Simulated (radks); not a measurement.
Neutral iodine, 53 electrons, occupied as [Kr] 4d10 5s2 5p5.

Calculated with a radial shooting solver on a logarithmic mesh with Libxc functionals: scalar-relativistic Kohn-Sham, PBEsol, spin-polarised, spherical densities, finite nucleus; open shells are filled with parallel spins first (spin-orbit coupling, left out, can overturn this in heavy ions); Fermi nuclear charge, rms radius 4.75 fm; hard spherical wall at 15 bohr.

Energy parts (Ry):
part                        energy
total                 -14226.39746
kinetic                14930.66763
electron-nucleus      -34428.45079
Hartree                 5627.42002
exchange-correlation    -356.03432

Orbitals (lengths in bohr, moments of r in powers of bohr; <r^-3> diverges for s and p1/2):
| orbital | occ. | eigenvalue (Ry) | <r^-3> | <r^2> | <r^4> |
|---|---|---|---|---|---|
| 1s up | 1 | -2422.956 | - | 0.001005 | 2.645e-06 |
| 1s down | 1 | -2422.953 | - | 0.001005 | 2.645e-06 |
| 2s up | 1 | -374.3792 | - | 0.01621 | 0.0004508 |
| 2s down | 1 | -374.3781 | - | 0.01620 | 0.0004508 |
| 2p up | 3 | -336.0915 | 5769 | 0.01283 | 0.0003258 |
| 2p down | 3 | -336.0896 | 5769 | 0.01283 | 0.0003258 |
| 3s up | 1 | -75.54291 | - | 0.1129 | 0.01937 |
| 3s down | 1 | -75.54089 | - | 0.1129 | 0.01937 |
| 3p up | 3 | -63.13471 | 1102 | 0.1131 | 0.02034 |
| 3p down | 3 | -63.13243 | 1102 | 0.1131 | 0.02034 |
| 3d up | 5 | -44.53290 | 151.9 | 0.09864 | 0.01776 |
| 3d down | 5 | -44.53074 | 151.9 | 0.09864 | 0.01776 |
| 4s up | 1 | -13.25382 | - | 0.6189 | 0.5646 |
| 4s down | 1 | -13.24931 | - | 0.6188 | 0.5642 |
| 4p up | 3 | -9.36310 | 215.7 | 0.7155 | 0.7813 |
| 4p down | 3 | -9.35835 | 215.7 | 0.7151 | 0.7797 |
| 4d up | 5 | -3.69276 | 22.32 | 0.9977 | 1.721 |
| 4d down | 5 | -3.68506 | 22.37 | 0.9940 | 1.703 |
| 5s up | 1 | -1.30259 | - | 4.375 | 29.69 |
| 5s down | 1 | -1.25839 | - | 4.372 | 29.82 |
| 5p up | 3 | -0.54215 | 19.84 | 6.988 | 82.74 |
| 5p down | 2 | -0.49756 | 19.70 | 7.132 | 87.66 |
| 6s up | 0 | -0.03151 | - | 48.24 | 3401 |
| 6s down | 0 | -0.02313 | - | 50.54 | 3697 |
| 5d down | 0 | 0.09117 | 0.09725 | 66.80 | 6250 |
| 4f down | 0 | 0.19091 | 0.001719 | 100.4 | 11680 |

The highest occupied level is 5p down at -6.770 eV. The spin density at the nucleus is -0.6972 e/bohr^3 (1s -0.1318, 2s 0.0336, 3s 0.0151, 4s 0.0781, 5s -0.6922). The electron density at the nucleus is 2.566e+05 e/bohr^3 (large components only). The density falls to 0.001 e/bohr^3 at r = 4.51 bohr. The pressure on the wall is 8.16e-07 GPa.
